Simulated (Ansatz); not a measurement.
Species: N2H, charge 0, multiplicity 2. It need not be the lowest isomer of its formula. 
Structure (B3LYP-D3(BJ)/def2-TZVP (Ansatz, an electronic-structure program) minimum search):
```
N
N 1 1.1669
H 1 1.0598 2 117.89
```
Charge 0, spin multiplicity 2.

Basis-set convergence of Hartree-Fock and MP2 correlation energies (hartree) with Ansatz. Valence correlation only, unless marked. UHF or UKS for open shells. Spin-orbit coupling is left out. Non-relativistic.

The UHF reference is spin-contaminated (<S^2> 0.10 over the pure value in the largest basis). 

```tsv
basis	functions	E(HF)	E(corr, MP2)
aug-cc-pVDZ	55	-109.44660	-0.30122
aug-cc-pVTZ	115	-109.46966	-0.36571
aug-cc-pVQZ	206	-109.47642	-0.38813
```

Extrapolating the two largest sets (X = 3 and 4) as X^-3: E(corr) = (64·(-0.38813) - 27·(-0.36571))/37 = -0.4045 Eh, an estimate of the basis-set limit. The largest set recovers 96.0 % of it, the smallest 74.5 %.
